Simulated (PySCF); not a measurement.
Core binding energy against partial charge

Species: C7H11OP.
Atom-mapped SMILES: `[CH3:1][C:2](=[O:3])[CH2:4][P:5]1[CH2:6][CH:7]=[CH:8][CH2:9]1`

Binding energies: PySCF, delta-SCF UKS SCAN, pcX-2 on the ionised atom, pcseg-1 elsewhere, spin-free X2C. Charges: PBE0/pcSseg-1 ground-state density, for the ionised atom.

```json
{"atom": "C7", "environment": "alkene CH carbon", "C 1s (eV)": "290.27", "Mulliken (e)": "-0.148", "IAO (e)": "-0.164", "Hirshfeld (e)": "-0.055", "ESP (e)": "-0.234"}
{"atom": "C4", "environment": "sp3 carbon bound to phosphorus", "C 1s (eV)": "290.47", "Mulliken (e)": "-0.436", "IAO (e)": "-0.487", "Hirshfeld (e)": "-0.128", "ESP (e)": "-0.416"}
{"atom": "C6", "environment": "sp3 carbon bound to phosphorus", "C 1s (eV)": "290.56", "Mulliken (e)": "-0.393", "IAO (e)": "-0.440", "Hirshfeld (e)": "-0.114", "ESP (e)": "+0.151"}
{"atom": "C1", "environment": "methyl carbon next to a carbonyl", "C 1s (eV)": "290.87", "Mulliken (e)": "-0.269", "IAO (e)": "-0.469", "Hirshfeld (e)": "-0.123", "ESP (e)": "-0.326"}
{"atom": "C2", "environment": "ketone carbonyl carbon", "C 1s (eV)": "292.93", "Mulliken (e)": "+0.159", "IAO (e)": "+0.395", "Hirshfeld (e)": "+0.165", "ESP (e)": "+0.577"}
```

Question: Give the correlation coefficient and slope of binding energy on charge for each scheme.

Answer: Hirshfeld: r = 0.92, slope 8.1 eV per e; IAO: r = 0.87, slope 2.5 eV per e; Mulliken: r = 0.84, slope 3.9 eV per e; ESP: r = 0.83, slope 2.2 eV per e. Hirshfeld charges have the highest r, on only 5 points.

Question: The point-charge model writes a binding energy as kq + V + constant, with V the potential of the other atoms' charges at the site. What does it give with the ESP charges?

Answer: V = Σ 14.40 eV Å × q/r over all other atoms: +1.99 eV at C7, +5.73 eV at C4, -2.09 eV at C6, +5.52 eV at C1, -8.81 eV at C2. Fitting binding energy − V to q gives k = 16.9 eV per e and leaves an rms residual of 0.80 eV, against 0.55 eV for the fit on q alone. The model has no term for differences in relaxation between sites.

Spin contamination (⟨S²⟩ against 0.75 for a pure doublet) is marked for C 1s of C2 (0.96), which makes this value less certain. One conformer (not necessarily the lowest) at the PBE0-D3(BJ)/def2-SVP geometry, without solvent, vibrations or thermal averaging.
